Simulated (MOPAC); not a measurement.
MOPAC input (PM3):

```
PM3 PRECISE GNORM=0.05 LET XYZ CHARGE=1 GEO-OK AUX(PRECISION=9) THREADS=1
C4H9O

C    -2.34559600 1   -0.27619437 1   -0.02285850 1
C    -0.94999647 1    0.32309270 1   -0.17299508 1
C     0.12663797 1   -0.66730131 1    0.25805052 1
C     1.50817520 1   -0.25697978 1    0.17828890 1
O     1.81810163 1    0.89801147 1   -0.23974472 1
H    -2.46419187 1   -1.16917570 1   -0.63902647 1
H    -3.09880755 1    0.44516298 1   -0.33513822 1
H    -2.55356073 1   -0.54699360 1    1.01375235 1
H    -0.86094784 1    1.23081908 1    0.42746847 1
H    -0.77238734 1    0.61426477 1   -1.21036056 1
H    -0.00277790 1   -1.02442117 1    1.29764418 1
H     0.08340140 1   -1.62439770 1   -0.29614724 1
H     2.31226200 1   -0.93333304 1    0.47637792 1
H     2.77687254 1    1.08827918 1   -0.25952771 1
```

From the output:

```
                                                       MOPAC v23.2.5 Linux

          FINAL HEAT OF FORMATION =        135.06122 KCAL/MOL =     565.09615 KJ/MOL

          COSMO AREA              =        122.59 SQUARE ANGSTROMS
          COSMO VOLUME            =        108.24 CUBIC ANGSTROMS

          GRADIENT NORM           =          0.01514          =       0.00405 PER ATOM
          IONIZATION POTENTIAL    =         15.835983 EV
          HOMO LUMO ENERGIES (EV) =        -15.836 -7.195
          NO. OF FILLED LEVELS    =         15
          MOLECULAR WEIGHT        =         73.1145         POINT GROUP:  Cs

          MOLECULAR DIMENSIONS (Angstroms)

            Atom       Atom       Distance
            H    14    H     7     5.85006
            H    11    H    10     3.05930
            H     9    H    12     2.88199

          SCF CALCULATIONS        =         39

   ATOM   CHEMICAL          X               Y               Z
  NUMBER   SYMBOL      (ANGSTROMS)     (ANGSTROMS)     (ANGSTROMS)

     1       C         -2.31853376  *  -0.26903244  *  -0.02408990  *
     2       C         -0.93489868  *   0.32371609  *  -0.17241444  *
     3       C          0.12040999  *  -0.68363434  *   0.26385787  *
     4       C          1.52347521  *  -0.26943224  *   0.18380089  *
     5       O          1.79472464  *   0.90422322  *  -0.24334118  *
     6       H         -2.44788991  *  -1.16882158  *  -0.64087245  *
     7       H         -3.08396378  *   0.45379747  *  -0.33758592  *
     8       H         -2.53750251  *  -0.54492852  *   1.01644066  *
     9       H         -0.85267686  *   1.25012787  *   0.43063249  *
    10       H         -0.76317511  *   0.62700180  *  -1.22464837  *
    11       H         -0.06444715  *  -1.01455017  *   1.31774628  *
    12       H          0.02428777  *  -1.63239235  *  -0.32347783  *
    13       H          2.33350368  *  -0.95945773  *   0.48734167  *
    14       H          2.72800846  *   1.11717329  *  -0.27303352  *

                             CARTESIAN COORDINATES

   1    C       -2.318533761    -0.269032439    -0.024089899
   2    C       -0.934898678     0.323716094    -0.172414439
   3    C        0.120409992    -0.683634336     0.263857868
   4    C        1.523475206    -0.269432235     0.183800889
   5    O        1.794724636     0.904223217    -0.243341178
   6    H       -2.447889910    -1.168821583    -0.640872445
   7    H       -3.083963776     0.453797471    -0.337585922
   8    H       -2.537502508    -0.544928525     1.016440659
   9    H       -0.852676857     1.250127870     0.430632488
  10    H       -0.763175111     0.627001795    -1.224648373
  11    H       -0.064447155    -1.014550175     1.317746281
  12    H        0.024287765    -1.632392351    -0.323477833
  13    H        2.333503680    -0.959457731     0.487341673
  14    H        2.728008462     1.117173294    -0.273033523

           Empirical Formula: C4 H9 O  =    14 atoms

      MOLECULAR POINT GROUP   :   Cs

                  EIGENVALUES
 -47.56492 -41.35048 -34.34329 -28.30773 -27.26363 -25.20739 -22.71424 -22.60257
 -20.42914 -20.22575 -19.02821 -17.88260 -17.61320 -16.34749 -15.83598  -7.19461
  -4.55277  -3.63294  -2.46397  -1.76323  -1.73011  -1.42943  -0.91354  -0.14159
  -0.13401   0.17670   1.01902   1.05358   1.16311

              NET ATOMIC CHARGES AND DIPOLE CONTRIBUTIONS

  ATOM NO.   TYPE          CHARGE      No. of ELECS.   s-Pop       p-Pop
    1          C          -0.119222        4.1192     1.13822     2.98100
    2          C          -0.087740        4.0877     1.15690     2.93084
    3          C          -0.184227        4.1842     1.17456     3.00967
    4          C           0.413880        3.5861     1.24151     2.34461
    5          O          -0.060151        6.0602     1.75240     4.30775
    6          H           0.055324        0.9447     0.94468
    7          H           0.075918        0.9241     0.92408
    8          H           0.055323        0.9447     0.94468
    9          H           0.073555        0.9264     0.92644
   10          H           0.073555        0.9264     0.92644
   11          H           0.150317        0.8497     0.84968
   12          H           0.150318        0.8497     0.84968
   13          H           0.122506        0.8775     0.87749
   14          H           0.280644        0.7194     0.71936
 DIPOLE           X         Y         Z       TOTAL
 POINT-CHG.     5.819    -0.888     0.649     5.922
 HYBRID         0.955    -0.166     0.114     0.976
 SUM            6.774    -1.054     0.763     6.898

          ATOMIC ORBITAL ELECTRON POPULATIONS

     Atom    s        px        py        pz
    1  C   1.13822   0.93218   1.02139   1.02742
    2  C   1.15690   0.94562   0.95721   1.02801
    3  C   1.17456   0.90400   1.04289   1.06278
    4  C   1.24151   0.99913   0.79871   0.54677
    5  O   1.75240   1.40368   1.31686   1.58720
    6  H   0.94468
    7  H   0.92408
    8  H   0.94468
    9  H   0.92644
   10  H   0.92644
   11  H   0.84968
   12  H   0.84968
   13  H   0.87749
   14  H   0.71936

 **********************
 *                    *
 * JOB ENDED NORMALLY *
 *                    *
 **********************

 == MOPAC DONE ==
```

The dipole moment of an ion depends on the origin.

The geometry given is a B3LYP-D3(BJ)/def2-TZVP minimum.
